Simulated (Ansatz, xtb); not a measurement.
Breaking the Ge1–H4 bond in CH6GeO (SMILES C[O][GeH3]) (multiplicity 1 held, fragments rigid). Energies count from the point at 1.532 Å.
Geometry at that point (charge 0, multiplicity 1):
```xyz
9

Ge     0.706    -0.117     0.118
O     -0.906    -0.126    -0.660
C     -1.980     0.513     0.006
H      1.611    -0.880    -0.854
H      1.161     1.344     0.311
H      0.605    -0.818     1.489
H     -1.793     1.584     0.154
H     -2.871     0.404    -0.615
H     -2.185     0.060     0.984
```

Restricted levels (R-, RO-) in cc, def2 and unpolarised 6-31G sets keep to the state of the molecule at rest. Unrestricted levels (U-) break spin symmetry where that is lower. Active spaces are followed from a long bond inwards. Curves can end on different states.

Cores are frozen in the correlated methods. Filled d and f shells under p-block atoms count as core.

The values were computed with Ansatz (a quantum-chemistry and plane-wave program) with Gaussian orbitals; xtb for the GFN methods. Each number belongs to the level named beside it. The GFN methods have no spin term and hold the electronic entropy of 300 K.

Energies in kJ/mol.

```tsv
R (Å)	GFN2-xTB	U-MP2/cc-pVDZ	R-SCS-MP2/cc-pVDZ	R-CCSD(T)/cc-pVDZ	CASSCF(2,2)/cc-pVDZ	FIC-MRCISD+Q on CASSCF(2,2)/cc-pVDZ
1.225	109	133	134	135	142	134
1.379	___	26	26	27	31	27
1.532	0	0	0	0	0	0
1.685	18	17	16	15	11	15
1.838	46	55	55	51	43	51
2.068	___	130	128	119	105	119
2.298	147	227	204	187	167	186
2.681	226	313	314	275	249	274
3.063	___	340	396	326	298	326
3.523	342	350	456	347	325	354
4.136	381	353	481	344	335	364
4.902	399	353	445	333	337	367
```

### Question
Fill in the missing entries.

### Answer

- 3.063, GFN2-xTB: 289
- 1.379, GFN2-xTB: 11
- 2.068, GFN2-xTB: 95

Doubts at one or more of the structures used: a spin-contaminated determinant (U-MP2/cc-pVDZ); a restricted determinant that unrestricted orbitals would lower (R-SCS-MP2/cc-pVDZ, R-CCSD(T)/cc-pVDZ); other coupled-cluster roots lie near (R-CCSD(T)/cc-pVDZ); T1 above 0.05 (R-CCSD(T)/cc-pVDZ).
